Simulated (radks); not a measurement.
Question: In, configuration [Kr] 4d10 5s2 6s1 (not the ground configuration). Calculated with a radial shooting solver on a logarithmic mesh with Libxc functionals: scalar-relativistic Kohn-Sham, PBE, spin-polarised, spherical densities, point nucleus; open shells are filled with parallel spins first (spin-orbit coupling, left out, can overturn this in heavy ions). Some entries of the table are withheld. Estimate them.

orbital  occ.  eigenvalue (eV)  <r> (bohr)  <1/r> (bohr^-1)
1s up       1        -27757.85     0.02971            51.86
1s down     1        -27757.84     0.02971            51.86
2s up       1        -4159.061      0.1285            11.82
2s down     1        -4159.060      0.1285            11.82
2p up       3        -3733.257      0.1122            11.38
2p down     3        -3733.256      0.1122            11.38
3s up       1        -791.9883      0.3486            4.182
3s down     1        -791.9859      0.3486            4.182
3p up       3        -652.5556      0.3471            3.982
3p down     3        -652.5531      0.3471            3.982
3d up       5        -436.1305      0.3243            3.753
3d down     5        -436.1284      0.3243            3.753
4s up       1        -123.0855      0.8481            1.633
4s down     1        -123.0807      0.8481            1.633
4p up       3         -81.5618      0.9220              (1)
4p down     3         -81.5557      0.9219              (2)
4d up       5         -22.0497       1.179              (3)
4d down     5         -22.0336       1.179              (4)
5s up       1         -11.0165       2.499           0.5137
5s down     1         -10.9644       2.503           0.5132
6s up       1          -1.7773       7.595           0.1605

Answer: 
(1) 4p up <1/r> (bohr^-1): 1.476
(2) 4p down <1/r> (bohr^-1): 1.476
(3) 4d up <1/r> (bohr^-1): 1.138
(4) 4d down <1/r> (bohr^-1): 1.139
